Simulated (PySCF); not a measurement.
# 3-chloropivalic acid (SMILES CC(C)(CCl)C(=O)O)

Cartesian coordinates in Å; atom numbers follow the order of the lines, from 1:
```xyz
17

C    -1.6753   -1.8546    0.4508
C    -1.5535   -0.3298    0.3538
C    -1.8179    0.1381   -1.0816
C    -2.4896    0.3659    1.3455
Cl   -4.2121    0.0030    1.0332
C    -0.1419    0.0764    0.7524
O     0.1429    0.7975    1.6737
O     0.7859   -0.4631   -0.0463
H    -0.9865   -2.3430   -0.2516
H    -1.4446   -2.2092    1.4674
H    -2.7042   -2.1567    0.2097
H    -2.8514   -0.1080   -1.3632
H    -1.6882    1.2273   -1.1764
H    -1.1306   -0.3553   -1.7820
H    -2.2723    0.0501    2.3735
H    -2.3725    1.4555    1.2930
H     1.6444   -0.1527    0.2804
```

Theory: quadratic response CAM-B3LYP/aug-cc-pVDZ first hyperpolarisability, Taylor convention, gas phase (PySCF 2.14.0). Geometry: PBE0-D3(BJ)/def2-SVP.

(1) Give the tensor of the second harmonic β(−2ω;ω,ω) at 1064 nm in the axes of these coordinates.

## Answers

(1) In au, Taylor convention; rows are the first index (the induced dipole):
|  | xx | yy | zz | xy | xz | yz |
| --- | --- | --- | --- | --- | --- | --- |
| x | -22.9 | +3.5 | +6.0 | -12.4 | -13.0 | +0.4 |
| y | -12.5 | +9.9 | +17.7 | +3.5 | +0.7 | +13.1 |
| z | -13.2 | +13.3 | +21.2 | +0.7 | +6.2 | +17.6 |

Norm of βᵢ = ⅓ Σⱼ (βᵢⱼⱼ + βⱼᵢⱼ + βⱼⱼᵢ): 29.3 au, hyper-Rayleigh value 20.3 au.
